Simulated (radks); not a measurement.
The numbers below are computed, except where a source is named.
Polarisability of the sulfur ion S5+, [Ne] 3s1, at imaginary frequency. Code: a radial shooting solver on a logarithmic mesh with Libxc functionals. Model: scalar-relativistic Kohn-Sham, LB94 model potential, spin-polarised, spherical densities, finite nucleus; open shells are filled with parallel spins first; Fermi nuclear charge, rms radius 3.2611 fm. Response by self-consistent Sternheimer equations with the Hartree and adiabatic LDA kernel, the relativistic mass of each level held fixed and spin-orbit coupling left out.

w (hartree),alpha1(iw) (bohr^3),alpha2(iw) (bohr^5)
0.00266,2.494,2.459
0.0143,2.492,2.459
0.0360,2.482,2.457
0.0697,2.450,2.450
0.118,2.372,2.434
0.186,2.213,2.397
0.280,1.938,2.322
0.413,1.546,2.180
0.605,1.097,1.934
0.892,0.6938,1.560
1.35,0.4024,1.093
2.12,0.2240,0.6372
3.59,0.1240,0.2982
6.94,0.06404,0.1051
17.5,0.02005,0.02220

Static values: alpha1 = 2.494 bohr^3 (0.3696 angstrom^3; uncoupled 2.968), alpha2 = 2.459 bohr^5, alpha3 = 4.667 bohr^7. C6 = 2.596, C8 = 17.82, triple-dipole C9 = 4.652 atomic units. One-pole (London) frequency 4 C6 / (3 alpha1^2) = 0.556 hartree, against 3.300 for minus the highest occupied eigenvalue.
